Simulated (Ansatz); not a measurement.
The same path of BrH + ClFH2Si (7 atoms, charge 0, multiplicity 1) was run twice with different band settings. Lost on the way: Si1–F2, H6–Br7. Made: Si1–Br7, F2–H6.

All numbers below come from Ansatz, RKS r2SCAN/def2-SVP.

Relaxed end points:

```xyz
7
Properties=species:S:1:pos:R:3
Si -0.244 0.558 0.669
F 0.083 -1.039 0.642
H -1.418 0.802 -0.197
H 0.979 1.287 0.270
Cl -0.721 1.054 2.603
H 0.603 -1.658 -1.362
Br 0.719 -1.004 -2.625
```

```xyz
7
Properties=species:S:1:pos:R:3
Si 0.033 0.919 0.089
F -0.810 -2.053 0.051
H -1.370 0.611 -0.253
H 0.368 2.354 -0.073
Cl 0.462 0.367 2.019
H -0.051 -2.019 -0.487
Br 1.368 -0.179 -1.345
```

Common settings: movable images 5; climbing image yes; optimiser quadratic models (default); start path through a guess of the saddle point; force threshold 0.03 eV/Å; iteration limit 60; end points relaxed.

| run | spring |
| --- | --- |
| 1 | 5.0 eV/Å² |
| 2 | 2.0 to 10.0 eV/Å², energy-weighted |

(1) What does each run give, and how far can it be trusted?

Answers

(1) Run 1: converged after 9 iterations, highest image 1.353 eV above the first end. A vibrational analysis at the climbing image gives one clearly imaginary mode, 235i cm⁻¹: a first-order saddle point.
Run 2: converged after 12 iterations, highest image 1.353 eV above the first end. Another band between the same ends (5 images) ends at a top of the same energy, where a vibrational analysis finds 1 clearly imaginary mode.
The orbitals stay closed-shell, which can raise the energy where a bond breaks towards radicals; this wasn't checked here.
